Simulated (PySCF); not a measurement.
# Magnetic susceptibility: `C(/C(=C)[SiH3])=N\C=O`, C₄H₇NOSi

Geometry:
| atom | x (Å) | y (Å) | z (Å) |
| --- | --- | --- | --- |
| C1 | -1.073 | -1.406 | -0.167 |
| C2 | -0.732 | -0.120 | -0.056 |
| Si3 | -1.951 | 1.309 | -0.314 |
| C4 | 0.634 | 0.242 | 0.287 |
| N5 | 1.602 | -0.546 | 0.131 |
| C6 | 2.933 | -0.542 | 0.271 |
| O7 | 3.743 | -0.127 | -0.517 |
| H8 | -0.359 | -2.195 | 0.014 |
| H9 | -2.074 | -1.706 | -0.427 |
| H10 | -1.477 | 2.138 | -1.422 |
| H11 | -3.264 | 0.737 | -0.603 |
| H12 | -1.989 | 2.098 | 0.921 |
| H13 | 0.780 | 1.250 | 0.691 |
| H14 | 3.226 | -1.133 | 1.168 |

Method: PySCF 2.14.0, GIAO wB97X/6-31++G** magnetisability, rotational g tensor and spin-rotation constants, non-relativistic, gas phase. Geometry: GFN2-xTB.

Q: What are the magnetisability and the molar susceptibility?

A: Isotropic -890 × 10⁻³⁰ J/T², or -53.6 × 10⁻⁶ cm³/mol; principal values -1073, -859, -738 × 10⁻³⁰ J/T², anisotropy 294 × 10⁻³⁰ J/T² (root of half the summed squared differences of the principal values). The susceptibility is in cgs units.

Q: Split it along the inertial axes a, b, c into diamagnetic and paramagnetic parts about the centre of mass, with the quadrupole moment.

A: 
| axis | χ (10⁻⁶ cm³/mol) | diamagnetic (10⁻⁶ cm³/mol) | paramagnetic (10⁻⁶ cm³/mol) | summed x² of all electrons (Å²) | quadrupole Θ (D Å) |
| --- | --- | --- | --- | --- | --- |
| a | -44.6 | -326.0 | 281.4 | 299.6 | -10.34 |
| b | -51.6 | -1353.3 | 1301.7 | 57.4 | +7.46 |
| c | -64.6 | -1514.6 | 1450.0 | 19.4 | +2.88 |

Anisotropies 2χaa − χbb − χcc = +26.9 and 2χbb − χaa − χcc = +6.0 × 10⁻⁶ cm³/mol. Θ is traceless in Buckingham's convention.

Q: And the rotational g tensor?

A: 
| axis | rotational constant (GHz) | g | nuclear part | electronic part |
| --- | --- | --- | --- | --- |
| a | 5.5808 | -0.1111 | 0.6267 | -0.7378 |
| b | 0.9245 | -0.0199 | 0.5454 | -0.5654 |
| c | 0.8257 | -0.0117 | 0.5507 | -0.5624 |

Asymmetric top; isotopes 12C, 1H, 14N, 16O, 28Si; no vibrational averaging.
